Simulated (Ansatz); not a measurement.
Relaxation of CH4ClGaO (8 atoms, charge 0, multiplicity 1), to a largest force component of 0.03 eV/Å in at most 50 steps.

Theory: RKS PBE/def2-SVP in Ansatz 0.2.0.

```xyz
8
Properties=species:S:1:pos:R:3:forces:R:3
Ga -0.966 -0.402 0.709 0.05 0.00 -0.01
Cl 2.417 -1.390 0.395 -0.07 0.04 0.02
O -1.396 0.405 -0.970 0.01 0.01 0.01
C -0.135 0.844 -0.583 -0.16 0.02 -0.06
H 1.428 -0.518 0.576 0.13 -0.12 0.04
H -2.059 -1.326 1.311 0.03 0.03 -0.03
H -0.029 1.908 -0.270 0.01 0.01 0.01
H 0.740 0.480 -1.169 0.01 0.01 0.02
```

**Question.** Where does it end, and by what steps?

**Answer.** The forces met the threshold. The force dipped under the threshold on the way, but the program's further checks kept it going. After 42 steps the energy has fallen by 0.099 eV; H5 moved furthest, 1.20 Å.

| step | energy less start (eV) | largest force component (eV/Å) | accepted |
| --- | --- | --- | --- |
| 0 | 0.0000 | 0.161 | yes |
| 2 | 0.0021 | 0.545 | no |
| 4 | -0.0306 | 0.160 | yes |
| 6 | -0.0429 | 0.142 | yes |
| 8 | -0.0492 | 0.124 | yes |
| 10 | -0.0535 | 0.030 | yes |
| 12 | -0.0549 | 0.118 | yes |
| 14 | -0.0557 | 0.050 | yes |
| 16 | -0.0562 | 0.070 | yes |
| 18 | -0.0574 | 0.104 | yes |
| 20 | -0.0459 | 1.005 | no |
| 22 | -0.0678 | 0.225 | yes |
| 24 | -0.0746 | 0.184 | yes |
| 26 | -0.0854 | 0.436 | yes |
| 28 | -0.0923 | 0.079 | yes |
| 30 | -0.0935 | 0.313 | no |
| 32 | -0.0976 | 0.065 | yes |
| 34 | -0.0983 | 0.038 | yes |
| 36 | -0.0985 | 0.034 | yes |
| 38 | -0.0988 | 0.047 | yes |
| 40 | -0.0989 | 0.046 | yes |
| 42 | -0.0991 | 0.026 | yes |

```xyz
8
Properties=species:S:1:pos:R:3
Ga -0.713 -0.096 0.894
Cl 1.551 -1.852 0.400
O -1.110 0.053 -1.135
C -0.370 1.079 -0.730
H 2.400 -1.075 1.005
H -1.657 -1.323 1.193
H -0.823 2.099 -0.646
H 0.721 1.116 -0.981
```

Whether the end is a true minimum wasn't checked by a vibrational analysis.

Run time: 83 s on 2 threads of Arm Neoverse V1, with other jobs on the host, peak memory 0.15 GiB.
